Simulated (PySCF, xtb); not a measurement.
H3O3Sn, SMILES [OH][Sn]([OH])[OH], multiplicity 2. The values are those of a single conformer.

Harmonic wavenumbers (cm⁻¹) from GFN2-xTB run with xtb 6.7.1 at its own minimum, in rising order: 91, 96, 96, 233, 238, 290, 357, 383, 383, 614, 652, 654, 3635, 3640, 3645.

**Question.** What does PySCF with B3LYP-D3(BJ)/def2-SVP give at its own minimum? (The exact figures need the calculation; the answer reports its results.)

**Answer.** 69, 70, 107, 187, 205, 205, 553, 567, 567, 791, 812, 812, 3792, 3792, 3794. Paired by order, the mean absolute difference is 116 cm⁻¹ and the zero-point energies are 21.5 and 23.3 kcal/mol.
